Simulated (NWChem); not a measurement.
System: Si2H5O2F; SMILES O[SiH2]O[SiH2]F

```xyz
10

O      1.2094     1.4993     0.3600
Si    -0.3597     1.5283    -0.1653
O     -1.0194    -0.0036    -0.0348
Si    -0.3979    -1.5070     0.1859
F      1.1526    -1.4569    -0.3269
H      1.7808     0.8347    -0.0420
H     -1.0949     2.4562     0.7257
H     -0.4746     1.9261    -1.5961
H     -1.1263    -2.4850    -0.6565
H     -0.3715    -1.8844     1.6203
```
Atoms are numbered in this order, from 1.

Results from NWChem. Medium grid unless said otherwise, to which SCAN and Minnesota functionals are sensitive. All runs use the structure optimised with PBE0/def2-SVP. Hybrids' shares of exact exchange are those that their runs print; pure functionals count as 0. The functionals differ in more than this share.

```
row                                   share of exact exchange  orbital gap (eV)
------------------------------------  -----------------------  ----------------
PBE/def2-SVP                                             0.00              6.98
LDA (Slater exchange, VWN5)/def2-SVP                     0.00              6.77
B3LYP/def2-SVP                                           0.20              8.99
M06-2X/def2-SVP                                          0.54          withheld
Hartree-Fock/def2-SVP                                    1.00             16.69
```

**Question.** Fit a straight line of the last column on the one before it, predict the withheld value, and compare with the run.

**Answer.** 
1. Means of the 4 shown rows: x = 0.300, y = 9.858. Slope Σ(x − x̄)(y − ȳ)/Σ(x − x̄)² = 6.659/0.6800 = 9.793; intercept 6.920.
2. The shown rows scatter about the line by 0.099 (root mean square); the largest residual is -0.15, at LDA (Slater exchange, VWN5)/def2-SVP.
3. At x = 0.54 (M06-2X/def2-SVP; inside the shown range) the line gives 12.21.
4. The run gives 11.76, -0.45 from the line, 4.6 times the scatter.
